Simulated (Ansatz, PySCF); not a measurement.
Gas-phase reaction R1 → P1 + 0.5 P2, each structure at its B3LYP-D3(BJ)/def2-TZVP stationary point, reached from a drawn start (curvature not checked).
P1: H2 (SMILES [H][H]), charge 0, multiplicity 1.
P2: O2 (SMILES O=O), charge 0, multiplicity 3.
R1: H2O (SMILES O), charge 0, multiplicity 1.

P less R. No zero-point or thermal terms; singlets are restricted closed shells; open shells are unrestricted; no spin–orbit coupling.

Cores are frozen in the correlated methods.

Programs: Ansatz (Gaussian orbitals); PySCF for the D3/D4 terms. Each number belongs to the level named beside it.

Task: What reaction energy does CCSD(T)/cc-pVQZ give?

Result: 260 kJ/mol

Task: Estimate the reaction energy that BHLYP-D3(BJ)/def2-TZVPP returns for this input.

Result: 253 kJ/mol

Task: Give the reaction energy at the level B3LYP-D3(BJ)/def2-TZVPP.

Result: 242 kJ/mol

Ansatz is a first-principles code.
